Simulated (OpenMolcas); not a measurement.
# Ne⁴⁺: effect of the active space

```
Program             : OpenMolcas 26.06
Method              : SS-CASPT2, IPEA 0.25 Eh, imaginary shift 0.1 Eh
Basis               : ANO-L-VTZP
Scalar Hamiltonian  : non-relativistic, point nucleus
Spin-orbit coupling : RASSI with atomic mean-field integrals over the reference wave functions, term energies averaged over their components
```

A. 2 electrons in 3 orbitals (2p); 2S+1 = 3 even, 3 roots; 2S+1 = 1 even, 6 roots; closed shells correlated: 1s 2s; CASPT2 step of the order of 0.6 core-seconds
B. 4 electrons in 4 orbitals (2s 2p); 2S+1 = 3 even, 3 roots; 2S+1 = 1 even, 6 roots; 2S+1 = 5 odd, 1 root; 2S+1 = 3 odd, 9 roots; 2S+1 = 1 odd, 8 roots; closed shells correlated: 1s; CASPT2 step of the order of 1.6 core-seconds

Energies in eV above 2s² 2p² ³P₀, the measured ground level; measured values from NIST levels in Podobedova, Fuhr, Reader and Wiese, J. Phys. Chem. Ref. Data 33, 525 (2004).

```
      Level       A       B  Measured
2s² 2p² ³P₀  0.0000  0.0000    0.0000
2s² 2p² ³P₁  0.0497  0.0482    0.0511
2s² 2p² ³P₂  0.1438  0.1390    0.1376
2s² 2p² ¹D₂   3.877   3.852    3.7557
2s² 2p² ¹S₀   8.651   8.005    7.9243
```

Deviations, from unrounded energies. A percentage is the sum of absolute deviations over the sum of measured energies, with the sign that they share, or ± where signs differ.

| Against measurement | Levels | A | B |
| --- | --- | --- | --- |
| mean absolute deviation (cm-1) | 4 | 1700 | 360 |
| fine structure of the ground term (%) | 2 | ±4.0 | ±2.3 |
| other terms of the ground configuration (%) | 2 | +7.3 | +1.5 |

B lies closest to measurement on these levels. The largest miss of B in the table is 2s² 2p² ¹D₂, by +770 cm-1. The ranking rests on the paired levels alone, and a cruder setting can come out closer through cancelling errors.

Between A and B the level of the table that moves most is 2s² 2p² ¹S₀, by 5200 cm-1 (lowest in B, highest in A). Moves below CASPT2's spread within the term are not significant.

CASPT2 breaks the degeneracy within a term, and the mean is taken; among the terms shown or strongly mixed into the levels shown the widest spread is 53 cm-1 (2s² 2p² ¹D, A). With the s shell closed, the reference lacks s² → p² mixing (holds for A). Computed and measured levels are paired by configuration, term and J; levels that our copy of the source lacks, or whose pairing is in doubt (as where it misses far off the trend of its configuration), stay unpaired and out of the deviations. Only configurations of the active space appear. Levels that lie high or do not pair safely by name in every column are left out.
